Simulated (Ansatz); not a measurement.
Compare A (`CC(C)O[SiH3]`) with its isomer B (`CCO[SiH2]C`).

Gas-phase electronic energies from Ansatz, PBE0-D4/def2-TZVP geometries. CBS: MP2 limit from def2 TZ/QZ plus the TZ coupled-cluster correction, frozen cores. DFT in def2-TZVPP. B3LYP here is the variant with VWN-RPA as its local correlation; programs differ in this. Each species was taken in one conformer, which may not be the lowest.

A:

```xyz
15

C     1.4501    1.1706   -0.2461
C     0.1992    0.4252    0.1623
C    -1.0639    1.1016   -0.3318
O     0.2871   -0.8928   -0.3684
Si   -0.3962   -2.2084    0.3325
H     2.3399    0.6589    0.1240
H     1.4411    2.1873    0.1530
H     1.5129    1.2248   -1.3356
H     0.1664    0.3660    1.2612
H    -1.9538    0.5455   -0.0295
H    -1.0524    1.1634   -1.4228
H    -1.1419    2.1135    0.0726
H    -0.0038   -2.2936    1.7682
H    -1.8850   -2.1734    0.2727
H     0.1002   -3.3885   -0.4123
```

B:

Z-matrix (Å, degrees):
```
C
C 1 1.508
H 1 1.092 2 110.5
H 1 1.093 2 110.4 3 120.1
H 1 1.092 2 110.5 3 -119.8
O 2 1.413 1 109.4 3 59.8
H 2 1.099 1 110.2 3 -61.1
H 2 1.099 1 110.2 3 -179.2
Si 6 1.646 2 122.8 1 179.1
C 9 1.856 6 107.5 2 -179.9
H 9 1.493 6 109.9 2 58.9
H 9 1.493 6 109.8 2 -58.8
H 10 1.092 9 110.7 6 60.0
H 10 1.092 9 110.7 6 -60.2
H 10 1.093 9 110.4 6 179.9
```

Question: Which isomer does CCSD(T)/CBS put lower? Give the gap. (An estimate is asked.)

Answer: Computed: B, by 8.2 kcal/mol.

Question: Give E(B) − E(A) in kcal/mol with HF/def2-TZVPP, BLYP-D4, B3LYP-D4, B2PLYP, PBE0-D4, ωB97M-V, B3LYP. (An estimate is asked.)

Answer: Computed: HF/def2-TZVPP -8.6, BLYP-D4 -8.5, B3LYP-D4 -8.7, B2PLYP -9.0, PBE0-D4 -9.0, ωB97M-V -8.8, B3LYP -9.6. None reverses the order clearly.

Question: Does the order hold for the free energy at 298.15 K (harmonic terms from PBE0-D4)? (Best estimate.)

Answer: Computed: Yes: G(B) − G(A) = -7.9 kcal/mol, for one conformer each. Modes under 60 cm⁻¹, often nearly free rotors, make the harmonic entropy too high.

Largest T1 diagnostic: 0.010.

From BLYP to BHLYP (50 % exact exchange), in def2-TZVPP and without D4, E(B) − E(A) moves by +0.7 kcal/mol. Leaving LDA and LC-ωPBE aside and taking each functional with its dispersion term where it has one, the values, not all of them listed here, spread over 1.0 kcal/mol, from r2SCAN-D4 to ωB97X-V. LDA lies +1.8 kcal/mol from PBE without D4.
